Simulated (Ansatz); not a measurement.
A structure relaxed at B3LYP-D4/def2-TZVP in Ansatz, charge 0, singlet:

```xyz
4

Ga   -1.5077   -1.2904   -0.1814
O     0.8588    0.0687   -0.1263
O    -0.5570    0.2845    0.1953
H     1.2059    0.9372    0.1124
```

Problem. Give its formula and point group.

Solution. GaO2H. Point group Cs (tolerance 0.1 Å).

Problem. Summarise the bond lengths by kind (pairs closer than 1.2 times the sum of covalent radii, bridged metal pairs left out).

Solution. 1 × Ga–O 1.88 Å; 1 × O–O 1.47 Å; 1 × H–O 0.97 Å.

The structure holds 1 bond(s) between oxygen atoms. Another isomer (singlet) lies 1.78 eV lower at PBE0-D4/def2-TZVP; other spin states weren't run for this one.
